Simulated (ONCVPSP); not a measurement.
## Scattering properties, ONCV potential for Li

```json
{"Element": "lithium (Li)", "Generator": "ONCVPSP 4.0.1", "Type": "optimised norm-conserving Vanderbilt (ONCV)", "Functional": "PBE", "Relativity": "scalar-relativistic", "Frozen core": "none", "Valence charge": "3", "Reference configuration": "1s2 2s1", "Partial waves": "1s+2s: rc 1.10 bohr, ncon 4, nbas 8, qcut 11.3 1/bohr, 2 projectors; p scattering state at 0.32 Ha: rc 1.10 bohr, ncon 4, nbas 8, qcut 7.3 1/bohr, 1 projector; d scattering state at 0.47 Ha: rc 1.20 bohr, ncon 3, nbas 6, qcut 7.6 1/bohr, 2 projectors, debl 2.5 Ha", "Local potential": "polynomial inside 1.00 bohr (lpopt 5, dvloc0 0 Ha)", "Core correction": "none"}
```

The phase is arctan(r·R′/R) of the radial function R(r), unwrapped; energies in Ha, scanned from -3 to 5 Ha. A pole is an energy at which the radial function vanishes at the test radius. The pseudo phase is shifted by a multiple of π to meet the all-electron one at the reference energy, and phase errors are pseudo minus all-electron; the curves can meet again beyond the range given. Levels narrower than the energy grid can be missing from the lists of poles.

```
channel  radius (bohr)  reference energy (Ha)  poles, all-electron  poles, pseudo  unbroken range about the reference energy with phases within 0.05 rad  phase error 1 Ha above the reference energy (rad)
      s           1.12                  -0.11                -1.32          -1.32                                                        the whole range                                             +0.000
      p           1.12                   0.32                 none           none                                                        the whole range                                             +0.001
      d           1.22                   0.47                 none           none                                                        the whole range                                             -0.000
```

Phases in the p channel:

| E (Ha) | all-electron | pseudo |
| --- | --- | --- |
| -2.98 | 1.045 | 1.046 |
| -2.54 | 0.992 | 0.992 |
| -2.10 | 0.924 | 0.924 |
| -1.66 | 0.835 | 0.836 |
| -1.22 | 0.715 | 0.716 |
| -0.78 | 0.550 | 0.550 |
| -0.34 | 0.323 | 0.323 |
| 0.10 | 0.026 | 0.026 |
| 0.54 | -0.308 | -0.308 |
| 0.98 | -0.617 | -0.617 |
| 1.42 | -0.861 | -0.860 |
| 1.86 | -1.040 | -1.038 |
| 2.30 | -1.170 | -1.169 |
| 2.74 | -1.268 | -1.266 |
| 3.18 | -1.344 | -1.341 |
| 3.62 | -1.405 | -1.402 |
| 4.06 | -1.456 | -1.452 |
| 4.50 | -1.500 | -1.496 |
| 4.94 | -1.540 | -1.534 |
